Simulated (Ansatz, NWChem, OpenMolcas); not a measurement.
# GeH3F (fluorogermane): the vertical ionisation energy, rung by rung

GeH3F: 5 atoms, total charge 0, spin state singlet. As SMILES, `[F][GeH3]`. The coordinates come from a PBE0-D4/def2-TZVP relaxation.

```xyz
5

F    -1.0465    0.4743    1.1622
Ge    0.0682   -0.0416   -0.0728
H     1.3310   -0.5120    0.6586
H    -0.6278   -1.1780   -0.8312
H     0.3251    1.1836   -0.9581
```

Quantity: the vertical ionisation energy (to the doublet cation), in eV. The values are calculated.

```json
{"level": "TPSS/aug-cc-pVDZ", "kind": "meta-GGA", "program": "OpenMolcas", "value (eV)": "11.95", "CPU time (all runs)": "2.4 min"}
{"level": "B3LYP/aug-cc-pVDZ", "kind": "global hybrid", "program": "OpenMolcas", "value (eV)": "12.26", "CPU time (all runs)": "82 s"}
{"level": "BHLYP/aug-cc-pVDZ", "kind": "global hybrid", "program": "OpenMolcas", "value (eV)": "12.55", "CPU time (all runs)": "94 s"}
{"level": "PBE0/aug-cc-pVDZ", "kind": "global hybrid", "program": "Ansatz", "value (eV)": "?", "CPU time (all runs)": "41 s"}
{"level": "r2SCAN0/aug-cc-pVDZ", "kind": "hybrid meta-GGA", "program": "Ansatz", "value (eV)": "?", "CPU time (all runs)": "2.2 min"}
{"level": "CAM-B3LYP/aug-cc-pVDZ", "kind": "range-separated hybrid", "program": "NWChem", "value (eV)": "12.45", "CPU time (all runs)": "6.6 min"}
{"level": "wB97M-V/aug-cc-pVDZ", "kind": "range-separated hybrid", "program": "Ansatz", "value (eV)": "12.44", "CPU time (all runs)": "5 min"}
{"level": "wB97X/aug-cc-pVDZ", "kind": "range-separated hybrid", "program": "NWChem", "value (eV)": "12.51", "CPU time (all runs)": "5.3 min"}
{"level": "FCI/STO-3G", "kind": "exact in the basis", "program": "Ansatz", "value (eV)": "7.92", "CPU time (all runs)": "2.3 min"}
```

Q: Estimate the missing values from the other rows.

A: As computed at these levels: PBE0/aug-cc-pVDZ: 12.25 eV; r2SCAN0/aug-cc-pVDZ: 12.36 eV. All-electron rows without a relativistic Hamiltonian named are non-relativistic. The values span 7.92 to 12.55 eV. High-level rows in very small sets aren't better than simpler rows in larger ones. Times are those of the runs behind each value, whatever else they computed, on shared processors of several kinds: orders of magnitude only.
